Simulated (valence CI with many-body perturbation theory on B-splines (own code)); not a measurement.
The numbers below are computed, except where a source is named.
## Run record, Sr24+

Method: valence CI with perturbative core correlation (CI+MBPT): four valence electrons over a frozen Dirac-Fock core [Ne], radial functions for each j: 5 s, 5 p, 4 d, 2 f, with the one-electron correlation potential Σ1 (screened to all orders), the two-electron term Σ2, the three-electron term Σ3, Breit, model QED; selected single and double excitations, second order for the rest, scaled by the run's own slope (own B-spline code, finite nucleus).

Command, and the settings that its task file holds:

```sh
python run_cv.py task.json out
```

```
atom Sr  Z=38  mass_number=88  rms_radius_fm=4.2240
core [Ne]
valence 3s2 3p2
avg = 1
basis = S
breit = 1
cap = 20000
capref = 1200
cscale = 1
de = 0.0
dress = 0
eps = 2e-08
extrap = 1
h = 0.27
hh = 1
l2 = 3
lcore = 6
maxit = 60
n2 = 5
natural = 1
nlev = 30
nno = [2, 2, 2, 1, 0]
nroot = 26
nsp = [3, 3, 2, 1, 0]
pt2 = 1
qed = 1
rpa = 1
s1 = 1
s2 = 1
s3 = 1
screen = 1
tol = 2e-05
whole = 1
```

It took 9.6 s on 1 thread of Arm Neoverse V2, with other jobs on the host.

Log. The first blocks belong to the next ion, which gives the ionisation energy. Fields: 2J, parity (1 odd), roots, reference size, generating configurations, candidates as configurations/state functions, variational space P, stored matrix elements, Davidson steps; e2 is the range of second-order energies in hartree. The first line gives the box (bohr), its intervals, the orbitals and the steps of their self-consistent field. Window is the range of levels sought, series limit the energy at which the first omitted orbital would enter, core excitation an estimate of the first excitation out of the core, left out the lowest levels not solved, and shifts from estimates the range by which levels moved from their first estimate, all in cm⁻¹.

```
rmax 3.4 intervals 58 orbitals 27 references ['3s2 3p2', '3s 3p3', '3s2 3p 3d', '3p4', '3s 3p2 3d'] scf 5 t 0.6
2J=1 par=1 roots 2 ref 37 generators 7 cand 576/851 P 606/888 nnz 0 it 0
2J=1 par=1 roots 2 ref 37 generators 12 cand 94/134 P 700/1022 nnz 0 it 0
   second order: generators 14 cand 223/309 e2 -0.00000 -0.00000
reference levels 484, estimated 90, window 1325798 1/cm; series limit 6494867, core excitation 15100855
2J=0 par=0 roots 5 ref 24 generators 16 cand 26/37 P 1567/2522 nnz 6e+05 it 3
2J=0 par=0 roots 5 ref 24 generators 19 cand 109/196 P 1676/2718 nnz 7e+05 it 4
   second order: generators 26 cand 1656/3218 e2 -0.00001 -0.00000
2J=2 par=0 roots 5 ref 41 generators 12 cand 378/1434 P 1218/3972 nnz 1.8e+06 it 4
2J=2 par=0 roots 5 ref 41 generators 17 cand 525/2369 P 1743/6341 nnz 4.1e+06 it 7
   second order: generators 27 cand 1835/9082 e2 -0.00001 -0.00000
2J=4 par=0 roots 7 ref 62 generators 18 cand 421/1463 P 1153/3980 nnz 1.9e+06 it 5
2J=4 par=0 roots 7 ref 62 generators 26 cand 748/4518 P 1901/8498 nnz 7.3e+06 it 9
   second order: generators 33 cand 1730/11777 e2 -0.00001 -0.00000
2J=4 par=1 roots 8 ref 65 generators 19 cand 313/1432 P 1076/3987 nnz 1.9e+06 it 7
2J=4 par=1 roots 8 ref 65 generators 25 cand 773/4144 P 1849/8131 nnz 6.7e+06 it 8
   second order: generators 37 cand 1777/10510 e2 -0.00002 -0.00000
2J=2 par=1 roots 7 ref 53 generators 18 cand 353/1363 P 1246/3907 nnz 1.7e+06 it 7
2J=2 par=1 roots 7 ref 53 generators 23 cand 666/2887 P 1912/6794 nnz 4.4e+06 it 7
   second order: generators 39 cand 2087/9878 e2 -0.00002 -0.00000
2J=6 par=1 roots 4 ref 57 generators 15 cand 286/1404 P 1026/3944 nnz 1.9e+06 it 5
2J=6 par=1 roots 4 ref 57 generators 20 cand 699/3634 P 1725/7578 nnz 6e+06 it 8
   second order: generators 33 cand 2191/15656 e2 -0.00002 -0.00001
2J=0 par=1 roots 2 ref 20 generators 8 cand 243/391 P 1361/2090 nnz 0 it 4
2J=0 par=1 roots 2 ref 20 generators 12 cand 277/494 P 1638/2584 nnz 6.3e+05 it 5
   second order: generators 19 cand 1355/2671 e2 -0.00001 -0.00000
2J=8 par=1 roots 1 ref 38 generators 5 cand 216/784 P 1006/3770 nnz 1.8e+06 it 4
2J=8 par=1 roots 1 ref 38 generators 11 cand 284/1020 P 1290/4790 nnz 2.7e+06 it 5
   second order: generators 14 cand 1287/8785 e2 -0.00002 -0.00002
2J=6 par=0 roots 3 ref 44 generators 9 cand 312/1417 P 1003/3949 nnz 1.9e+06 it 4
2J=6 par=0 roots 3 ref 44 generators 14 cand 648/3663 P 1651/7612 nnz 6.3e+06 it 7
   second order: generators 19 cand 1393/10047 e2 -0.00002 -0.00001
2J=8 par=0 roots 2 ref 34 generators 6 cand 223/1414 P 1085/3949 nnz 2e+06 it 3
2J=8 par=0 roots 2 ref 34 generators 14 cand 364/1811 P 1449/5760 nnz 3.8e+06 it 5
   second order: generators 18 cand 1134/7880 e2 -0.00001 -0.00001
2J=10 par=0 roots 1 ref 14 generators 2 cand 55/174 P 829/2737 nnz 1.1e+06 it 3
2J=10 par=0 roots 1 ref 14 generators 8 cand 150/418 P 979/3155 nnz 1.4e+06 it 4
   second order: generators 10 cand 952/5041 e2 -0.00001 -0.00001
left out: unestimated 1938755, estimated 1470387, shifts from estimates -8 to 11
operators 0.3
```

The Davidson iterations converged.

No measured levels were compared; by estimate levels of excited configurations hold to 0.05 to 0.15 % of their energy, terms of the ground configuration to about 0.5 %.

```
Valence energy                            : -187.579 hartree
Ionisation energy                         : 1163.9 eV (NIST: 1165 ± 3 eV (semi-empirical))
Reference configurations for the orbitals : 3s2 3p2, 3s 3p3, 3s2 3p 3d, 3p4, 3s 3p2 3d
Radial orbitals                           : 27
Box radius                                : 3.372 bohr
Largest variational space                 : 8498
Lowest levels                             : 3s2 3p2 3P_0 0, 3s2 3p2 3P_1 92893, 3s2 3p2 3P_2 122450, 3s2 3p2 1D_2 239430, 3s2 3p2 1S_0 313970, 3s 3p3 5S°_2 536710, 3s 3p3 3D°_1 648710, 3s 3p3 3D°_2 665850, 3s 3p3 3D°_3 700850, 3s 3p3 3P°_0 768110, 3s 3p3 1D°_2 772450, 3s 3p3 3P°_1 780240, 3s2 3p 3d 3F°_2 [a] 846310, 3s2 3p 3d 3F°_2 [b] 883380 cm⁻¹
```

Names give the largest LS component (configuration and term), which can be under half, so a name can repeat, a term be missing and a line seem to break the LS rules; names also repeat where a configuration has a term twice. Letters in brackets count levels of one name in rising energy.
